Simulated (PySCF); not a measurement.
**Ti²⁺ (titanium, charge +2): UHF calculation**

Configuration: [Ar] 3d1 4s1, high-spin 3D determinant (an excited configuration). All numbers are calculated (PySCF 2.14, the spin-free X2C one-electron Hamiltonian (Gaussian nucleus), in x2c-QZVPPall (11s7p5d3f2g, 96 functions)).

| Quantity | Value |
| --- | --- |
| Total energy | -851.913861 hartree |
| One-electron energy | -1150.8058 hartree |
| Hartree (Coulomb) energy | 339.7149 hartree |
| Exchange energy | -40.8230 hartree |
| ⟨S²⟩ | 2.0019 |
| ⟨L²⟩ | 6.021 |
| Sum of ⟨r⟩ | 15.06 bohr |
| Sum of ⟨r²⟩ | 22.44 bohr² |
| Traceless quadrupole moment −½Σ⟨3z² − r²⟩ along its main axis | 0.486 e·bohr² |
| Langevin diamagnetic susceptibility | -17.8 ×10⁻⁶ cm³/mol |

| shell | electrons | mean orbital energy (eV) | spread (eV) | rms radius, mean of both spins (bohr) |
| --- | --- | --- | --- | --- |
| 1s α | 1 | -5041.5 | 0 | 0.0804 |
| 1s β | 1 | -5041.4 | 0 | 0.0804 |
| 2s α | 1 | -613.75 | 0 | 0.350 |
| 2s β | 1 | -612.99 | 0 | 0.350 |
| 2p α | 3 | -509.31 | 0.030 | 0.320 |
| 2p β | 3 | -508.68 | 0.711 | 0.320 |
| 3s α | 1 | -102.92 | 0 | 1.06 |
| 3s β | 1 | -100.49 | 0 | 1.06 |
| 3p α | 3 | -72.291 | 1.348 | 1.15 |
| 3p β | 3 | -69.703 | 1.900 | 1.15 |
| 3d α | 1 | -33.455 | 0 | 1.43 |
| 4s α | 1 | -22.112 | 0 | 3.05 |

Densities and radii are taken from the X2C orbitals without a picture-change correction, which distorts them close to the nucleus.

Spin-orbit constants ζ (cm⁻¹) from the X2C one-electron operator on these orbitals: bare nucleus, nucleus screened by l(l+1)(2l+1)/3 electrons, and screened by the Breit-Pauli mean field of the electrons.

```
shell   bare  screened nucleus  mean field
   2p  33310             30280       28900
   3p   3723              3384        3208
   3d  312.2             170.3       148.4
```

To first order the Landé constant is A = 74.19 cm⁻¹, so the lowest level has J = 1 and lies 0.0276 eV below the centre of the term. This holds in LS coupling only.
